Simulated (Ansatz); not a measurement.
A nudged elastic band was laid between two geometries of BBrClH₂O (6 atoms, charge 1, multiplicity 1).

Theory: Ansatz, RKS B3LYP-D4/def2-SVP.

- movable images: 9
- climbing image: yes
- spring: 5.0 eV/Å²
- optimiser: quadratic models (default)
- start path: IDPP
- force threshold: 0.05 eV/Å
- iteration limit: 33
- end points: relaxed

Initial state:

```xyz
6
Properties=species:S:1:pos:R:3
O -0.312 0.716 0.230
B 0.281 -0.595 -0.156
Cl 1.357 -1.234 1.001
Br -0.280 -1.244 -1.806
H -0.948 1.194 -0.345
H -0.097 1.163 1.077
```

Final state:

```xyz
6
Properties=species:S:1:pos:R:3
O -0.313 0.715 0.230
B 0.281 -0.595 -0.156
Cl 1.357 -1.234 1.000
Br -0.280 -1.244 -1.807
H -0.097 1.163 1.077
H -0.948 1.195 -0.344
```

Q: Which bonds break or form, and what moves?

A: No bond is made or broken. The dihedral H5–O1–B2–Br4 goes from 0 to -180°. The two ends are copies of one structure, up to a mirror image or an exchange of like atoms.

Q: What energy profile does the band end with?

A: The run converged. The highest image is number 5 of 0 to 10, 8.7 kcal/mol above the ends, which have the same energy within 2 meV. A vibrational analysis at the climbing image gives 2 clearly imaginary modes (384i, 368i cm⁻¹): a point of higher order, so a lower path passes nearby. Limits of this set-up: the dipole of an ion depends on the origin.

```csv
image,path coordinate (Å),energy (kcal/mol),dihedral H5–O1–B2–Br4 (°)
0,0.00,0.0,0
1,0.32,0.9,-17
2,0.65,3.1,-35
3,0.97,5.8,-54
4,1.30,7.9,-72
5,1.62,8.7,-89
6,1.95,7.9,-107
7,2.27,5.8,-125
8,2.60,3.1,-143
9,2.92,0.9,-161
10,3.25,0.0,-180
```

Q: What is the geometry of the highest image?

A: 
```xyz
6
Properties=species:S:1:pos:R:3
O -0.281 0.754 0.243
B 0.273 -0.623 -0.179
Cl 1.821 -0.969 0.431
Br -0.844 -1.628 -1.263
H -0.148 1.570 -0.279
H -0.823 0.896 1.046
```

Run time: 6 min on 1 thread of Arm Neoverse N1, with other jobs on the host, peak memory 0.2 GiB.
